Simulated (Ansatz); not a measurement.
Consider the cleavage of the Si–Si bond: `[SiH3]N[SiH2][SiH2]Cl` + `C=C=N` → `C=C=N[SiH2]Cl` + `[SiH3]N[SiH3]`.

Program: Ansatz. Geometries: PBE0-D4/def2-TZVP. ΔE: electronic, gas phase. CBS: MP2 limit from def2 TZ/QZ plus the TZ coupled-cluster correction, frozen cores. This one scheme is used for every species. DFT in def2-TZVPP. B3LYP here is the variant with VWN-RPA as its local correlation; programs differ in this. Each species was taken in one conformer, which may not be the lowest.

**Question.** Is it downhill or uphill in electronic energy at CCSD(T)/CBS, and by how much? (An estimate is asked.)

**Answer.** The calculation gave: Downhill: ΔE = -17.9 kcal/mol.

**Question.** What do these levels give: PBE-D4, r2SCAN-D4, B3LYP-D4, PBE, r2SCAN, PBE0, B3LYP, MP2/def2-TZVPP, HF/def2-QZVPP, SCS-MP2/def2-QZVPP, HF/CBS(def2), MP2/CBS(def2)? (Estimate.)

**Answer.** Computed: PBE-D4 -13.2, r2SCAN-D4 -17.2, B3LYP-D4 -17.6, PBE -14.5, r2SCAN -17.5, PBE0 -15.9, B3LYP -19.7, MP2/def2-TZVPP -21.0, HF/def2-QZVPP -24.5, SCS-MP2/def2-QZVPP -21.3, HF/CBS(def2) -24.5, MP2/CBS(def2) -20.8 kcal/mol.

Largest T1 diagnostic among the species: 0.015.

In def2-TZVPP, CCSD(T) changes the Hartree–Fock value by +6.0 kcal/mol (the triples alone add +0.6 kcal/mol) and MP2 by +3.2 kcal/mol. From PBE to PBE0 (25 % exact exchange), in def2-TZVPP and without D4, ΔE moves by −1.4 kcal/mol. The D4 term adds +2.1 kcal/mol with B3LYP and +1.2 kcal/mol with PBE0; it sums over pairs of atoms, weighted by their polarisabilities, and B3LYP, whose exchange is more repulsive, gets the larger term.
